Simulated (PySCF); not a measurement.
Calculation: PBE-D3(BJ)/def2-TZVP // PBE0-D3(BJ)/def2-SVP (PySCF). Isolated molecules, 0 K electronic values unless said otherwise. One relaxed conformer stands for a flexible species; it need not be the lowest. Excitations are Tamm–Dancoff values on a coarser integration grid. The basis has no diffuse functions, so Rydberg states are missing or too high.

Reference species (SMILES): `[NH2][In]([NH2])[NH2]` (neutral, multiplicity 1).

```yaml
brightest of the four lowest singlets (TDA): 4.93 eV
T1 excitation (TDA): 3.49 eV
```

Changed species: `C[N](C)[In]([NH2])[NH2]` (1 of 3 NH2 replaced by N(CH3)2; the reference has 0 of 3 NH2 replaced by N(CH3)2).

### Question
What does the change do to the brightest of the four lowest singlets (TDA) and T1 excitation (TDA)?

### Answer
the brightest of the four lowest singlets (TDA) falls by 0.60 eV, to 4.33 eV; the T1 excitation (TDA) falls by 0.82 eV, to 2.67 eV.
